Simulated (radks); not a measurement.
Question: Species: Tm3+. Configuration: [Xe] 4f12. Method: Dirac Kohn-Sham, AM05, spin-unpolarised, spherical densities, finite nucleus; open shells fill j = l - 1/2 first; Fermi nuclear charge, rms radius 5.2256 fm; computed with a radial shooting solver on a logarithmic mesh with Libxc functionals. Some entries of the table are withheld. Estimate them.

orbital  occ.  eigenvalue (hartree)  <r> (bohr)  r(max) (bohr)
1s1/2       2             -2175.067     0.02003        0.01262
2s1/2       2             -367.8369     0.08435        0.07212
2p1/2       2             -350.7830     0.07011        0.05404
2p3/2       4             -314.8125     0.07749        0.06037
3s1/2       2             -83.61886      0.2207         0.2037
3p1/2       2                   (1)         (2)         0.1913
3p3/2       4                   (3)         (4)         0.2045
3d3/2       4             -55.62386      0.1974            (5)
3d5/2       6             -53.96301      0.2017            (6)
4s1/2       2             -17.44520      0.4977         0.4648
4p1/2       2             -14.41839      0.5058         0.4664
4p3/2       4             -12.69468      0.5378         0.4945
4d3/2       4                   (7)      0.5639         0.4959
4d5/2       6                   (8)      0.5752         0.5050
5s1/2       2              -3.07819       1.208          1.083
5p1/2       2                   (9)       1.342           (10)
5p3/2       4                  (11)       1.440           (12)
4f5/2       6              -1.33879      0.7420         0.4896
4f7/2       6              -1.29193      0.7552         0.4949

Answer: 
(1) 3p1/2 eigenvalue (hartree): -76.09552
(2) 3p1/2 <r> (bohr): 0.2104
(3) 3p3/2 eigenvalue (hartree): -68.50248
(4) 3p3/2 <r> (bohr): 0.2243
(5) 3d3/2 r(max) (bohr): 0.1610
(6) 3d5/2 r(max) (bohr): 0.1647
(7) 4d3/2 eigenvalue (hartree): -7.70396
(8) 4d5/2 eigenvalue (hartree): -7.38950
(9) 5p1/2 eigenvalue (hartree): -2.23231
(10) 5p1/2 r(max) (bohr): 1.175
(11) 5p3/2 eigenvalue (hartree): -2.00035
(12) 5p3/2 r(max) (bohr): 1.258
